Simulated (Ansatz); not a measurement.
CH8OSSi2 (`[SiH3]OC([SiH3])S`), relaxed with RKS PBE-D4/def2-SVP in Ansatz from a rough embedded geometry. The force threshold is 0.03 eV/Å; the program also tests the step.

The species carries charge 0 and has multiplicity 1.

Start:

```xyz
13

Si   -0.989   -0.541    1.815
O    -1.057   -0.276    0.213
C    -0.102    0.610   -0.320
Si    1.526   -0.131   -1.136
S    -0.882    1.521   -1.732
H    -2.116   -1.554    2.183
H    -1.206    0.695    2.551
H     0.301   -1.164    2.157
H     0.156    1.417    0.353
H     1.181   -1.080   -2.165
H     2.220   -0.838    0.003
H     2.398    0.935   -1.621
H    -1.429    0.405   -2.300
```

**Question.** How much energy does the relaxation release, and in how many steps? (Best estimate.)

**Answer.** Computed: 0.52 eV, in 26 steps, 1 of them rejected.

**Question.** Which bonds change most? (Best estimate.)

**Answer.** Ansatz gave: Si1–O2 from 1.626 to 1.703 Å; Si4–H10 from 1.442 to 1.504 Å; Si1–H6 from 1.560 to 1.498 Å; C3–Si4 from 1.966 to 1.918 Å.

**Question.** Give the relaxed structure. (Estimate.)

**Answer.** Computed: 
```xyz
13

Si   -1.339   -0.472    1.786
O    -0.146   -0.684    0.589
C     0.489    0.401   -0.045
Si    1.507   -0.271   -1.525
S    -0.656    1.747   -0.602
H    -1.366   -1.788    2.503
H    -2.696   -0.193    1.208
H    -0.945    0.633    2.729
H     1.158    0.955    0.660
H     0.536   -0.777   -2.556
H     2.399   -1.397   -1.078
H     2.343    0.834   -2.104
H    -1.283    1.012   -1.567
```
